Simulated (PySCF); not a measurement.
Input and output of a scripted DFT run

The script drives PySCF SCF with an in-house response code with single-precision fitted integrals, so total energies wander by about 1e-6 Eh between cycles (the fitting error itself is about 1e-3 Eh and cancels in differences); atoms count from 0. Kgrid is the grid level of the response kernel; vcut the energy (Eh) above which virtual orbitals leave the response; delta the states run by ΔSCF (the anion only where the lumo is low enough to bind); pop asks for populations, which are stored and not printed; grid is the SCF grid level (2 if not given).

The basis has no diffuse functions, so the polarisability comes out too low. Without diffuse functions Rydberg states are missing, so unbound LUMOs, wide gaps and states within about 2 eV of the ionisation energy come out too high, and electron affinities are rough.

Job and coordinates (Å):

```
{"job": {"kind": "uv", "basis": "6-31G*", "grid": 1, "kgrid": 0, "vcut": 1.5, "nstates": 6, "ntriplets": 2, "tda": false, "delta": [], "pop": true, "xc": "PBE0"}, "charge": 0, "multiplicity": 1}
C    -11.845655     3.231126    -0.336316
C    -12.336551     1.969526    -0.627853
C    -12.326686     0.982282     0.340023
C    -11.825691     1.235925     1.611826
C    -11.841704     0.157404     2.657825
C    -10.791890    -0.928691     2.394053
C     -9.362800    -0.411270     2.534194
C     -8.353393    -1.542274     2.348939
C     -6.902925    -1.131595     2.603382
C     -6.362282    -0.169553     1.548299
C     -4.915008     0.258442     1.799069
C     -3.888893    -0.876238     1.790373
C     -3.832407    -1.646330     0.472280
C     -2.682611    -2.651800     0.471672
C     -2.657186    -3.554838    -0.762591
C     -2.487550    -2.821552    -2.095664
C     -1.250426    -1.926765    -2.183978
C      0.061313    -2.690848    -2.014561
C      1.294914    -1.843544    -2.332742
C      1.531921    -0.734906    -1.309926
C      2.727036     0.163973    -1.633710
C      4.087830    -0.547365    -1.600085
C      4.600314    -0.910652    -2.993667
C      5.868669    -1.766172    -2.972574
C      7.070120    -1.124285    -2.275633
C      7.513407     0.187684    -2.920760
C      8.847675     0.702267    -2.378431
C      8.780503     1.118844    -0.910533
C     10.088236     1.746027    -0.433091
C     10.010947     2.148653     1.044635
C     11.300261     2.763192     1.507870
C     11.513539     4.131379     1.397747
C     12.706630     4.697098     1.810039
C     13.707375     3.898759     2.336314
C     13.510313     2.532731     2.441702
C     12.315744     1.970973     2.028236
C    -11.321194     2.499757     1.886659
C    -11.334573     3.492972     0.922657
H    -11.865540     4.007372    -1.086978
H    -12.736379     1.758516    -1.609653
H    -12.721223     0.002451     0.110593
H    -12.830570    -0.309064     2.670947
H    -11.662725     0.593437     3.642949
H    -10.946662    -1.746439     3.102956
H    -10.931387    -1.330000     1.387720
H     -9.233017     0.030152     3.525696
H     -9.193411     0.371465     1.793082
H     -8.610555    -2.350292     3.039576
H     -8.440291    -1.937728     1.333912
H     -6.822379    -0.670311     3.590819
H     -6.292881    -2.036741     2.609021
H     -6.442405    -0.633592     0.563629
H     -6.979012     0.731439     1.536710
H     -4.635912     0.987281     1.033408
H     -4.862136     0.763255     2.767345
H     -2.904089    -0.441018     1.982168
H     -4.098107    -1.570526     2.606470
H     -3.707133    -0.937653    -0.348446
H     -4.770196    -2.182375     0.315226
H     -1.734384    -2.118160     0.558888
H     -2.777001    -3.288655     1.355829
H     -1.847091    -4.278177    -0.647498
H     -3.592607    -4.119929    -0.802760
H     -3.373164    -2.210347    -2.282722
H     -2.437259    -3.570788    -2.890656
H     -1.250014    -1.444747    -3.165443
H     -1.320806    -1.139687    -1.433215
H      0.144403    -3.062226    -0.991544
H      0.049697    -3.555945    -2.682781
H      1.182575    -1.400775    -3.325817
H      2.165837    -2.501197    -2.354361
H      0.643477    -0.102234    -1.256885
H      1.677745    -1.183536    -0.323691
H      2.732381     0.977903    -0.904816
H      2.578963     0.613812    -2.618045
H      4.817260     0.108718    -1.122232
H      4.013775    -1.451006    -0.990891
H      3.828024    -1.466812    -3.528178
H      4.786017     0.007091    -3.555349
H      6.143936    -1.999607    -4.004676
H      5.643785    -2.711823    -2.471351
H      6.829985    -0.958725    -1.225247
H      7.902781    -1.831695    -2.315562
H      7.611511     0.032035    -3.998223
H      6.751096     0.952633    -2.763377
H      9.156438     1.565975    -2.973119
H      9.610482    -0.070560    -2.500410
H      7.967737     1.837874    -0.777692
H      8.560377     0.247540    -0.290637
H     10.906549     1.034716    -0.569332
H     10.314708     2.630374    -1.033967
H      9.192796     2.860917     1.174945
H      9.787817     1.261793     1.642432
H     10.733757     4.759648     0.990788
H     12.854622     5.764013     1.724291
H     14.636893     4.339599     2.664392
H     14.287923     1.903781     2.851000
H     12.165369     0.904132     2.115725
H    -10.920987     2.712019     2.867895
H    -10.951340     4.475912     1.157031
```

Command:

```bash
OMP_NUM_THREADS=4 python large_run.py task.json out
```

Question: What does the program print?

Answer: 
```
start: PBE on a coarse grid of 74899 points
cycle   1  E = -1483.0730571469  dE =  3.394e+00  |g| = 1.473e+00  |ddm| = 8.971e+00
cycle   2  E = -1482.4046733083  dE =  6.684e-01  |g| = 2.153e+00  |ddm| = 4.654e+00
cycle   3  E = -1483.7078509748  dE = -1.303e+00  |g| = 1.327e-01  |ddm| = 2.918e+00
cycle   4  E = -1483.7111691299  dE = -3.318e-03  |g| = 7.219e-02  |ddm| = 2.390e-01
cycle   5  E = -1483.7122483124  dE = -1.079e-03  |g| = 3.620e-02  |ddm| = 1.097e-01
cycle   6  E = -1483.7125873722  dE = -3.391e-04  |g| = 1.283e-02  |ddm| = 5.366e-02
cycle   7  E = -1483.7126368404  dE = -4.947e-05  |g| = 1.734e-03  |ddm| = 1.599e-02
final grid: 315657 points
cycle   8  E = -1483.5945911112  dE = -1.469e-02  |g| = 6.599e-02  |ddm| = 8.623e-01
cycle   9  E = -1483.5945570519  dE =  3.406e-05  |g| = 6.795e-02  |ddm| = 1.631e-01
cycle  10  E = -1483.5958018254  dE = -1.245e-03  |g| = 4.725e-03  |ddm| = 7.588e-02
cycle  11  E = -1483.5958096745  dE = -7.849e-06  |g| = 3.092e-03  |ddm| = 8.595e-03
cycle  12  E = -1483.5958130233  dE = -3.349e-06  |g| = 9.891e-04  |ddm| = 4.094e-03
cycle  13  E = -1483.5958116933  dE =  1.330e-06  |g| = 2.569e-04  |ddm| = 1.363e-03
cycle  14  E = -1483.5958130389  dE = -1.346e-06  |g| = 2.463e-05  |ddm| = 2.998e-04
converged SCF energy = -1483.5958130389

Static polarisability (au): isotropic 385.393, principal 331.011 372.148 453.019

Singlet excitations
state   eV       nm        f      main configurations
  1   5.6042    221.2   0.00214   H-1->L 0.39, H-3->L+2 0.25, H-1->L+2 0.19
  2   5.6162    220.8   0.00185   H->L+1 0.58, H-2->L+3 0.41
  3   6.3084    196.5   0.04404   H-1->L+2 0.40, H-1->L 0.27, H-3->L 0.23
  4   6.3297    195.9   0.07507   H->L+3 0.67, H-2->L+1 0.32
  5   6.7814    182.8   0.00000   H->L 1.00
  6   6.8807    180.2   0.00000   H->L+2 1.00

Triplet excitations (Tamm-Dancoff, eV): 4.1771 4.1883
```

The run took 3.2 min of wall time on 4 threads of Arm Neoverse N1 (shared host), peak memory 3 GiB.
